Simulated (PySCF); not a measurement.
Sb(Br)2(Me) (CH3Br2Sb), SMILES [CH3][Sb]([Br])[Br].

The structure is a stationary point at PBE0-D3(BJ)/def2-SVP. The structure was generated by enumeration; whether it is a known compound was not checked. The def2 effective core potentials stand for the cores of Sb; spin–orbit coupling is left out.

All values below come from M06-2X/def2-TZVP (PySCF).

Gas-phase values at a fixed geometry.

Problem. Estimate the frontier levels, gap, dipole moment and polarisability. (An estimate is asked for; the answer gives what the named calculation found.)

Solution. 
```json
{
  "highest_occupied_level": "-8.62 eV",
  "lowest_empty_level": "-1.08 eV",
  "orbital_gap": "7.54 eV",
  "dipole_moment": "3.15 D",
  "quadrupole, principal values (traceless, Buckingham form, about the centre of nuclear charge)": "-6.46, 1.24, 5.22 D·Å",
  "mean_static_polarisability": "94.0 bohr³ (13.93 Å³)",
  "polarisability_principal_values": "76.8, 93.6, 111.7 bohr³"
}
```
